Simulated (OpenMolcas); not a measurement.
Computed levels of O²⁺

* Program: OpenMolcas
* Method: MS-CASPT2, IPEA 0.25 Eh, imaginary shift 0.1 Eh (closed shells correlated: 1s)
* Basis: ANO-RCC-VQZP [5s4p3d2f1g]
* Scalar Hamiltonian: DKH2, point nucleus
* Active space: 4 electrons in 4 orbitals (2s 2p)
* State averaging: 2S+1 = 3 even, 6 roots; 2S+1 = 1 even, 11 roots; 2S+1 = 5 odd, 1 root; 2S+1 = 3 odd, 9 roots; 2S+1 = 1 odd, 8 roots
* Spin-orbit coupling: RASSI with atomic mean-field integrals over the reference wave functions, term energies averaged over their components

With spin-orbit coupling, above the lowest level:

```json
{"Configuration": "2s2 2p2", "Term": "3P", "J": "0", "E (cm-1)": "0.0", "Measured (cm-1)": "0.0", "Term weight %": "100"}
{"Configuration": "2s2 2p2", "Term": "3P", "J": "1", "E (cm-1)": "104", "Measured (cm-1)": "113", "Term weight %": "100"}
{"Configuration": "2s2 2p2", "Term": "3P", "J": "2", "E (cm-1)": "307", "Measured (cm-1)": "", "Term weight %": "100"}
{"Configuration": "2s2 2p2", "Term": "1D", "J": "2", "E (cm-1)": "20230", "Measured (cm-1)": "20273", "Term weight %": "100"}
{"Configuration": "2s2 2p2", "Term": "1S", "J": "0", "E (cm-1)": "42440", "Measured (cm-1)": "43186", "Term weight %": "100"}
{"Configuration": "2s 2p3", "Term": "5S*", "J": "2", "E (cm-1)": "58010", "Measured (cm-1)": "60325", "Term weight %": "100"}
{"Configuration": "2s 2p3", "Term": "3D*", "J": "2", "E (cm-1)": "118070", "Measured (cm-1)": "", "Term weight %": "100"}
{"Configuration": "2s 2p3", "Term": "3D*", "J": "1", "E (cm-1)": "118070", "Measured (cm-1)": "", "Term weight %": "100"}
{"Configuration": "2s 2p3", "Term": "3D*", "J": "3", "E (cm-1)": "118070", "Measured (cm-1)": "", "Term weight %": "100"}
{"Configuration": "2s 2p3", "Term": "3P*", "J": "0", "E (cm-1)": "141560", "Measured (cm-1)": "", "Term weight %": "100"}
{"Configuration": "2s 2p3", "Term": "3P*", "J": "1", "E (cm-1)": "141560", "Measured (cm-1)": "", "Term weight %": "100"}
{"Configuration": "2s 2p3", "Term": "3P*", "J": "2", "E (cm-1)": "141570", "Measured (cm-1)": "", "Term weight %": "100"}
{"Configuration": "2s 2p3", "Term": "1D*", "J": "2", "E (cm-1)": "188010", "Measured (cm-1)": "187054", "Term weight %": "100"}
{"Configuration": "2s 2p3", "Term": "3S*", "J": "1", "E (cm-1)": "198480", "Measured (cm-1)": "197088", "Term weight %": "100"}
{"Configuration": "2s 2p3", "Term": "1P*", "J": "1", "E (cm-1)": "211110", "Measured (cm-1)": "210462", "Term weight %": "100"}
{"Configuration": "2p4", "Term": "3P", "J": "2", "E (cm-1)": "287750", "Measured (cm-1)": "283760", "Term weight %": "100"}
{"Configuration": "2p4", "Term": "3P", "J": "1", "E (cm-1)": "287950", "Measured (cm-1)": "283977", "Term weight %": "100"}
{"Configuration": "2p4", "Term": "3P", "J": "0", "E (cm-1)": "288050", "Measured (cm-1)": "284072", "Term weight %": "100"}
```

Against the 10 measured excited levels shown (Moore, Selected Tables of Atomic Spectra, NSRDS-NBS 3, section 11) the mean absolute deviation is 1800 cm-1; the largest miss in energy is 2p4 3P2: computed 287750, measured 283760 cm-1 (+1.4 %), and the largest in proportion 2s2 2p2 3P1 (-8.1 %).

Spin-orbit coupling puts the lowest level 206 cm-1 below the lowest spin-free term.

For 3P the intervals divided by the larger J are 104.1, 101.5 cm-1. Landé's interval rule makes them equal in pure LS coupling; they differ by 2 % of their mean. The multiplet is regular.

CASPT2 breaks the degeneracy within a term, and the mean is taken; among the terms shown or strongly mixed into the levels shown the widest spread is 510 cm-1 (2s 2p3 3D*). Measured partners are found by configuration, term and J. A level has none where our copy of the source lacks it or the pairing is in doubt (some pairs that miss far off the trend of their configuration count as doubtful), and it then counts in no deviation. Levels of configurations outside the active space are missing. The first state left out of the spin-orbit step lies near 370000 cm-1 above the lowest spin-free state of the reference (among the parities and spins computed), and the list stops at four fifths of that energy or lower.

The term weight is that of the spin-free term in the level, not the purity of its configuration. * marks odd parity.
